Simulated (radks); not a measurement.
Spherical quantum dot in the effective-mass picture: electrons in a parabolic well V = omega^2 r^2 / 2 with omega = 0.0883, all in effective atomic units (hartree* = m*/eps^2 hartree, bohr* = eps/m* bohr), one dielectric constant everywhere. Method: non-relativistic Kohn-Sham, LDA (Slater exchange, Perdew-Wang correlation), spin-polarised, spherical densities; computed with a radial shooting solver with Libxc functionals. Levels are named by radial order and angular momentum (1s, 1p, 1d, 2s, ...), and open shells are averaged over m. Results are scaled to m* = 0.486 and eps = 8.4, for which hartree* = 187.4 meV and bohr* = 0.9146 nm.

N = 23, configuration 1s2 1p6 1d10 2s2 1f(up 3, down 0). This is the lowest configuration that the search found (a dilute case). Occupied and some empty levels:

| level | occupation | eigenvalue (meV) | <r> (nm) |
|---|---|---|---|
| 1s up | 1 | 426.97 | 8.616 |
| 1s down | 1 | 427.68 | 8.365 |
| 1p up | 3 | 429.66 | 9.629 |
| 1p down | 3 | 430.55 | 9.525 |
| 1d up | 5 | 433.50 | 10.31 |
| 1d down | 5 | 434.49 | 10.27 |
| 2s up | 1 | 437.07 | 7.421 |
| 2s down | 1 | 437.45 | 7.555 |
| 1f up | 3 | 438.33 | 10.85 |
| 1f down | 0 | 439.36 | 10.84 |
| 2p up | 0 | 443.42 | 8.580 |
| 2p down | 0 | 443.86 | 8.600 |
| 1g up | 0 | 444.02 | 11.30 |
| 1g down | 0 | 445.06 | 11.32 |
| 2d up | 0 | 450.23 | 9.522 |
| 2d down | 0 | 450.76 | 9.510 |

Energy (meV): total 5942.02, kinetic 199.30, external 2063.9, Hartree 4169.5, exchange-correlation -490.68.

Electron density:

| r (nm) | n(r) (e/nm^3) |
|---|---|
| 0.405 | 0.003644 |
| 1.42 | 0.003436 |
| 2.44 | 0.003056 |
| 3.46 | 0.002625 |
| 4.48 | 0.002290 |
| 5.50 | 0.002170 |
| 6.52 | 0.002301 |
| 7.54 | 0.002609 |
| 8.56 | 0.002918 |
| 9.58 | 0.002995 |
| 10.6 | 0.002669 |
| 11.6 | 0.001960 |
| 12.6 | 0.001145 |
| 13.6 | 0.0005148 |
| 14.7 | 0.0001735 |
| 15.7 | 0.00004451 |
| 16.7 | 8.507e-06 |
| 17.7 | 1.257e-06 |
| 18.7 | 1.416e-07 |
| 19.8 | 1.206e-08 |
